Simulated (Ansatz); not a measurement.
Consider the redistribution: `O[SiH2][TeH]` + `[NH2][AlH][GeH2][F]` → `[NH2][AlH][SiH2][TeH]` + `[OH][GeH2][F]`.

Calculated with Ansatz (gas phase, PBE0-D4/def2-TZVP geometries, no zero-point term in ΔE). CBS: MP2 limit from def2 TZ/QZ plus the TZ coupled-cluster correction, frozen cores. DFT in def2-TZVPP. B3LYP here is the variant with VWN-RPA as its local correlation; programs differ in this. Elements past krypton have def2 core potentials. For Ge, Te outer-core shells are correlated without core-valence functions, which leaves a few kJ/mol of doubt a bond. Scalar relativity is left out up to krypton. One conformer a species, not always the lowest.

(1) Is it downhill or uphill in electronic energy at CCSD(T)/CBS, and by how much? (An estimate is asked.)

(2) What do these levels give: B3LYP-D4, PBE, r2SCAN, PBE0, B3LYP, HF/def2-TZVPP, SCS-MP2/def2-TZVPP, CCSD(T)/def2-TZVPP, MP2/def2-QZVPP, HF/CBS(def2), MP2/CBS(def2), CCSD/CBS(def2)? (Estimate.)

Largest T1 diagnostic among the species: 0.013.

## Answers

(1) The calculation gave: Uphill: ΔE = +0.61 eV.

(2) The calculation gave: B3LYP-D4 0.67, PBE 0.58, r2SCAN 0.62, PBE0 0.59, B3LYP 0.69, HF/def2-TZVPP 0.67, SCS-MP2/def2-TZVPP 0.58, CCSD(T)/def2-TZVPP 0.55, MP2/def2-QZVPP 0.60, HF/CBS(def2) 0.67, MP2/CBS(def2) 0.62, CCSD/CBS(def2) 0.64 eV.

In def2-TZVPP, CCSD(T) changes the Hartree–Fock value by −0.11 eV (the triples alone add −0.03 eV) and MP2 by −0.10 eV.
